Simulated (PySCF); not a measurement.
**Electron correlation in Ga⁺ (gallium, charge +1)**

[Ar] 3d10 4s2, closed-shell 1S. Computed with PySCF 2.14 in def2-TZVPPD, with the non-relativistic Hamiltonian (point nucleus). Frozen: [Ne]; 20 electrons correlated.

```json
{"level": "CCSD", "correlation energy (mhartree)": "-293.10"}
{"level": "(T)", "correlation energy (mhartree)": "-8.66"}
{"level": "CCSD(T)", "correlation energy (mhartree)": "-301.76"}
```

Diagnostics: T1 = 0.010, D1 = 0.0184, largest double amplitude 0.092.

Cost of the coupled-cluster step: about 2.5 core-seconds, for 20 correlated electrons.

Iterations:

```
CC2 = 0
CCSD nocc = 10, nmo = 49
frozen orbitals [0, 1, 2, 3, 4]
max_cycle = 100
direct = 0
conv_tol = 1e-08
conv_tol_normt = 1e-06
diis_space = 8
diis_start_cycle = 0
Init t2, MP2 energy = -1923.33239908376  E_corr(MP2) -0.312553544149661
Init E_corr(CCSD) = -0.312553544151205
cycle = 1  E_corr(CCSD) = -0.274495564677003  dE = 0.0380579795  norm(t1,t2) = 0.0639179
cycle = 2  E_corr(CCSD) = -0.29540515264154  dE = -0.020909588  norm(t1,t2) = 0.0238544
cycle = 3  E_corr(CCSD) = -0.291460593645501  dE = 0.003944559  norm(t1,t2) = 0.0111372
cycle = 4  E_corr(CCSD) = -0.292992956612887  dE = -0.00153236297  norm(t1,t2) = 0.00403029
cycle = 5  E_corr(CCSD) = -0.293116339753765  dE = -0.000123383141  norm(t1,t2) = 0.00030928
cycle = 6  E_corr(CCSD) = -0.293104233713835  dE = 1.21060399e-05  norm(t1,t2) = 8.58507e-05
cycle = 7  E_corr(CCSD) = -0.293098690516858  dE = 5.54319698e-06  norm(t1,t2) = 1.3942e-05
cycle = 8  E_corr(CCSD) = -0.293099188458903  dE = -4.97942045e-07  norm(t1,t2) = 4.90835e-06
cycle = 9  E_corr(CCSD) = -0.293099521838348  dE = -3.33379445e-07  norm(t1,t2) = 1.01924e-06
cycle = 10  E_corr(CCSD) = -0.293099486809925  dE = 3.50284235e-08  norm(t1,t2) = 2.07469e-07
cycle = 11  E_corr(CCSD) = -0.29309948124605  dE = 5.56387453e-09  norm(t1,t2) = 4.64973e-08
CCSD converged
E(CCSD) = -1923.312945020858  E_corr = -0.2930994812460503
CCSD(T) correction = -0.00866498016189197
```

This basis was not built for core-valence correlation, so the inner-shell part is incomplete.
